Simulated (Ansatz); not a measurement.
`[CH3][GeH]([F])[F]` + H₂ → `[CH3][GeH2][F]` + H–F at 700 K and 1 bar (hydrogenolysis of a Ge–F bond).

Computed with Ansatz on PBE0-D4/def2-TZVP structures; ΔE is electronic, products minus reactants. CCSD(T)/CBS is the MP2 limit (def2-TZVPP, def2-QZVPP) plus CCSD(T) − MP2 in def2-TZVPP, frozen cores. This one scheme is used for every species. For Ge outer-core shells are correlated without core-valence functions, which leaves a few kJ/mol of doubt a bond. Scalar relativity is left out up to krypton.

```
             species  CCSD(T)/CBS energy (Eh)  H − E (kJ/mol)  S (J/(mol·K))
`[CH3][GeH]([F])[F]`              -2316.24489           193.0          418.9
                  H₂                 -1.17544            46.8          155.3
    `[CH3][GeH2][F]`              -2217.00316           200.8          388.3
                 H–F               -100.39570            45.2          198.5
```

H − E and S are ideal-gas, rigid-rotor, harmonic terms from PBE0-D4/def2-TZVP. The MP2-based limit puts H₂ 0.8 mEh under its directly extrapolated value; such offsets cancel only in part. 1 Eh = 2625.50 kJ/mol, R = 8.31446 J/(mol·K).

Problem. By hand: ΔE, ΔH, ΔS and ΔG.

Solution. ΔE = (-2217.00316) + (-100.39570) − (-2316.24489) − (-1.17544) = 0.02147 Eh = 56.4 kJ/mol. Δ(H − E) = 200.8 + 45.2 − 193.0 − 46.8 = 6.2, so ΔH = 62.6 kJ/mol. ΔS = 388.3 + 198.5 − 418.9 − 155.3 = 12.6 J/(mol·K). ΔG = 62.6 − 700 × (12.6)/1000 = 53.8 kJ/mol.

Problem. By hand: the equilibrium constant, and the temperature at which ΔG would vanish if ΔH and ΔS stayed fixed.

Solution. log₁₀ K = −ΔG/(RT ln 10) = -4.0. ΔG = 0 at ΔH/ΔS = 4968 K, far beyond where these terms or the molecules hold.

The number of gas molecules stays the same, so ΔS is small and ΔH decides. A doubt of 5 kJ/mol in ΔE shifts log₁₀ K by 0.4 here. These are equilibria of isolated gas molecules and say nothing of rates. Largest T1 diagnostic: 0.012 (customary marks: 0.02 for closed shells, 0.045 for open ones).
